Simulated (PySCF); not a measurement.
A GIAO shielding run with PySCF (density fitting, non-relativistic, gas phase) on SMILES C=CC[Si@H](N)N[SiH3], C3H12N2Si2:

```
$ OMP_NUM_THREADS=1 python probes_run.py task.json out

{"job": {"kind": "nmr", "xc": "PBE0", "basis": "pcSseg-1"}, "charge": 0, "multiplicity": 1}
C     -2.129024    -1.803397     0.183345
C     -2.047149    -0.501758    -0.035983
C     -1.511011     0.489940     0.928799
Si     0.252631     1.060080     0.430273
N      0.359769     1.954636    -1.039521
N      1.192873    -0.376573     0.241209
Si     2.794315    -0.550569    -0.382240
H     -2.497240    -2.489557    -0.560808
H     -1.842039    -2.236617     1.128724
H     -2.349496    -0.100520    -0.996032
H     -2.156644     1.367629     0.955949
H     -1.492267     0.064055     1.930895
H      0.794702     1.939415     1.471266
H     -0.182623     2.793721    -1.157657
H      0.432474     1.456430    -1.910833
H      0.700995    -1.233688     0.433363
H      3.565208     0.608969     0.054606
H      2.795844    -0.625181    -1.851092
H      3.308878    -1.807766     0.168274
```

Hardware: 1 thread of an Arm Neoverse N1, shared host. The job also computes population analyses, field gradients.

Problem. How large is the calculation?

Solution. 72 electrons, 193 basis functions and 1039 auxiliary functions.

Problem. How long does it take, and how much memory does it need?

Solution. 55 s of wall time, with 13 SCF cycles and 4 response iterations; peak memory 0.86 GiB. Times on a shared host scatter by some tens of per cent.
